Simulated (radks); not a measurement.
Question: All-electron atom: Zn+ in [Ar] 3d10 4s1. Method: non-relativistic Kohn-Sham, r2SCAN, spin-polarised, spherical densities, point nucleus; open shells are filled with parallel spins first; meta-GGA in the generalised Kohn-Sham scheme; hard spherical wall at 2.5 bohr; computed with a radial shooting solver on a logarithmic mesh with Libxc functionals. Some entries of the table are withheld. Estimate them.

orbital,occ.,eigenvalue (eV),<r> (bohr)
1s up,1,-9428.792,0.05112
1s down,1,-9428.634,0.05112
2s up,1,-1138.572,0.2295
2s down,1,-1138.541,0.2295
2p up,3,-1001.064,0.1997
2p down,3,-1000.991,0.1997
3s up,1,-127.2685,0.6964
3s down,1,-127.0282,0.6956
3p up,3,-83.2252,0.7262
3p down,3,-82.9287,0.7237
3d up,5,-9.0483,0.8388
3d down,5,-8.4605,0.8271
4s up,1,11.8796,1.495
4s down,0,15.3169,1.492
4p up,0,(1),1.504
4p down,0,(2),1.506
4d up,0,56.2940,(3)
4d down,0,58.3221,(4)
5s down,0,(5),1.471
5s up,0,(6),1.450

Answer: 
(1) 4p up eigenvalue (eV): 27.1650
(2) 4p down eigenvalue (eV): 30.2682
(3) 4d up <r> (bohr): 1.428
(4) 4d down <r> (bohr): 1.445
(5) 5s down eigenvalue (eV): 132.0057
(6) 5s up eigenvalue (eV): 133.8449
